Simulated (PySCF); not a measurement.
C2H6Sb, SMILES [CH3][Sb+][CH3] (connectivity only; charge and spin as stated), charge +1, multiplicity 1.

The structure is a stationary point at B3LYP-D3(BJ)/def2-SVP. The spin state was assumed, not searched. The isomer is the one that the SMILES or the coordinates give; other isomers of the formula were not compared. The def2 effective core potentials stand for the cores of Sb; spin–orbit coupling is left out.

Two levels are set side by side: PBE/def2-TZVPD (PySCF) and B3LYP/def2-TZVPD (PySCF). Same geometry, gas phase. Differences are taken from unrounded values.

| quantity | B3LYP |
|---|---|
| orbital gap (eV) | 3.17 |
| highest occupied level (eV) | -12.99 |
| lowest empty level (eV) | -9.82 |
| mean polarisability (bohr³) | 58.3 |

What does PBE give, and how far is it from B3LYP? (The exact figures need the calculation; the answer reports its results.)


```json
[
 {"quantity": "orbital gap (eV)", "PBE": "1.78", "PBE minus B3LYP": "-1.39"},
 {"quantity": "highest occupied level (eV)", "PBE": "-12.12", "PBE minus B3LYP": "0.87"},
 {"quantity": "lowest empty level (eV)", "PBE": "-10.33", "PBE minus B3LYP": "-0.52"},
 {"quantity": "mean polarisability (bohr³)", "PBE": "59.3", "PBE minus B3LYP": "1.0"}
]
```

Without exact exchange PBE keeps part of each electron's self-repulsion, which lifts occupied levels and narrows the gap. Differences between two approximate levels are no errors against the true value.

Rough cost on one machine, each run with all the roots and properties that it gave: B3LYP against PBE within a factor of 2.
